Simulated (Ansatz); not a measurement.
Relaxation of AlBrClH3 (6 atoms, charge 0, multiplicity 1), to a largest force component of 0.03 eV/Å in at most 50 steps.

Theory: Ansatz, RKS PBE-D4/def2-SVP.

```xyz
6
Properties=species:S:1:pos:R:3
Al -0.005 0.247 -0.018
Cl -0.008 0.488 2.176
H 1.415 0.282 -0.718
H -1.424 0.202 -0.717
Br 0.104 -3.169 1.125
H 0.097 -2.078 2.168
```

Where does it end, and by what steps?

The run converged. After 7 steps the energy has fallen by 0.232 eV; Br5 moved furthest, 0.54 Å. Joined: Al1–Br5 (3.60 → 2.73 Å).

```tsv
step	energy less start (eV)	largest force component (eV/Å)	accepted
0	0.0000	1.066	yes
1	-0.1231	0.208	yes
2	-0.1947	0.374	yes
3	-0.2242	0.162	yes
4	-0.2282	0.066	yes
5	-0.2295	0.039	yes
6	-0.2304	0.046	yes
7	-0.2316	0.022	yes
```

```xyz
6
Properties=species:S:1:pos:R:3
Al 0.010 -0.077 0.101
Cl 0.005 0.373 2.257
H 1.423 0.098 -0.605
H -1.419 0.003 -0.592
Br 0.096 -2.696 0.863
H 0.062 -1.729 1.993
```

Whether the end is a true minimum wasn't checked by a vibrational analysis.

The run took 24 s on 1 thread of Arm Neoverse V1 (shared host), peak memory 0.12 GiB.
